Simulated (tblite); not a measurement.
Species: C11H10.
SMILES: `C#C[C@]12[C@@H]3[C@@H]4[C@H]1[C@@H]1[C@H]2[C@H]3[C@]41C`

Computed with GFN2-xTB (tblite): harmonic, unscaled wavenumbers at the GFN2-xTB geometry, gas phase. The method is semi-empirical: single wavenumbers can be off by several per cent or more.

Harmonic wavenumbers (cm⁻¹): 110.8, 110.9, 167.8, 245.9, 246.0, 407.2, 407.3, 458.1, 627.2, 627.3, 654.7, 674.1, 674.1, 725.3, 725.4, 898.5, 918.2, 918.2, 931.0, 936.2, 936.2, 940.6, 957.2, 957.3, 976.5, 1041.2, 1041.4, 1111.8, 1111.8, 1113.3, 1126.9, 1130.6, 1130.7, 1150.8, 1169.2, 1169.2, 1176.1, 1205.4, 1205.5, 1219.3, 1219.4, 1319.8, 1355.5, 1401.4, 1485.7, 1485.9, 2266.6, 3016.9, 3018.0, 3018.2, 3021.7, 3021.9, 3024.3, 3029.8, 3029.9, 3036.2, 3395.9.

A = 3381, B = 906.2, C = 906.1 MHz; mass 142.078 u (most abundant isotopes); point group C3v, symmetry number 3.

Q: What is the zero-point energy?

A: ½Σν̃ = 37241 cm⁻¹ = 445.50 kJ/mol.

Q: Give the ideal-gas entropy at 400 K and 1 bar in the rigid-rotor, harmonic-oscillator model (classical rotation).

A: Translation 176.78, rotation 116.45, vibration 125.84: S = 419.1 J/(mol K).

Q: And Cp and H(400 K) − H(0)?

A: Cp = 210.56 J/(mol K), of which vibrations give 177.30 (their classical limit is 57 R = 473.9); H(400 K) − H(0) = 43.25 kJ/mol without the zero-point energy, 29.94 from vibrations.

Q: How do the functions run with temperature in this model?

A: 
```csv
T (K),S (J/(mol K)),Cp (J/(mol K)),H − H(0) (kJ/mol),G − H(0) (kJ/mol),ln q(vib)
150,291.0,78.3,7.88,-35.77,1.34
250,341.3,125.8,17.93,-67.40,3.04
298.15,365.8,153.5,24.65,-84.42,3.96
600,521.6,294.5,94.40,-218.57,10.92
900,656.4,367.9,194.86,-395.89,18.39
```

q(vib) and H(0) count from the zero-point level.

Q: Blend soft modes into free rotors: weight 1/[1 + (100 cm⁻¹/ν̃)⁴] for the oscillator and the rest for a rotor with moment μB/(μ + B), μ = h/(8π²ν), B = 10⁻⁴⁴ kg m². What vibrational entropy results?

A: 123.06 J/(mol K) in place of 125.84, which changes −T·S at 400 K by +1.11 kJ/mol.

Hindered rotation and anharmonicity are outside this model.
